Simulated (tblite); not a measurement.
Start geometry of `C1(c2c(C)cpcn2)CC1` from a force field or distance geometry (Å):
```
atom  x, y, z in Å
C1     1.5003   -1.5148   -0.0427
C2     1.2633   -0.0212    0.0391
C3     2.3967    0.7509   -0.1512
P4     2.1542    2.4802   -0.0635
C5     0.4681    2.8162    0.3053
N6    -0.3222    1.7429    0.4221
C7     0.0177    0.4769    0.3144
C8    -1.0675   -0.5399    0.5127
C9    -1.7229   -0.8462   -0.8462
C10   -2.5040   -0.1998    0.2890
H11    1.3941   -1.9602    0.9765
H12    0.7051   -1.9827   -0.6534
H13    2.4937   -1.7471   -0.3970
H14    3.3606    0.3181   -0.3673
H15    0.0787    3.8232    0.4089
H16   -0.7997   -1.4680    1.1003
H17   -1.8565   -1.8965   -1.0935
H18   -1.4608   -0.1650   -1.6934
H19   -3.2630   -0.9010    0.7320
H20   -2.8411    0.8447    0.2048
```

Q: What comes out of this run: tblite, GFN2-xTB geometry optimisation, gas phase?

A: 
```
atom  x, y, z in Å
C1     1.7692   -1.5416    0.2407
C2     1.3877   -0.0961    0.1032
C3     2.3904    0.8540    0.1073
P4     2.1794    2.5722   -0.0361
C5     0.4408    2.5680   -0.1612
N6    -0.3662    1.5417   -0.1465
C7     0.0381    0.2828   -0.0263
C8    -1.0536   -0.7125   -0.0356
C9    -2.2794   -0.4301   -0.8705
C10   -2.3679   -0.3445    0.6113
H11    1.3061   -1.9788    1.1242
H12    1.4463   -2.1089   -0.6312
H13    2.8481   -1.6417    0.3341
H14    3.4136    0.5068    0.2081
H15   -0.0568    3.5286   -0.2665
H16   -0.7485   -1.7453    0.0415
H17   -2.7459   -1.2609   -1.3780
H18   -2.2814    0.4949   -1.4248
H19   -2.8955   -1.1160    1.1515
H20   -2.4298    0.6380    1.0518
```

The energy falls by 85.7 kJ/mol over 154 L-BFGS steps, the largest force on an atom goes from 3.15 to 0.009 eV/Å, and the atoms move by 0.676 Å rms after alignment. The bond that changes most is C8–H16 (benzylic-type carbon to methine hydrogen), which shortens by 0.051 Å. Bonds longer at the end by more than 0.005 Å: 5 of 21; shorter: 14. Among the angles that change most is P4–C5–N6, from 115.6° to 128.1°. Among the dihedrals that turn most is C2–C7–C8–C10, from -156° to 145°. Rotational constants go from 2100, 922.0, 680.6 to 2062, 882.8, 651.9 MHz. The orientation of the end geometry is arbitrary; only internal coordinates are fixed.

Its GFN2-xTB frequencies are all real (lowest 34 cm⁻¹). The numbers are those of one conformer.

The numbers are calculated, not measured.
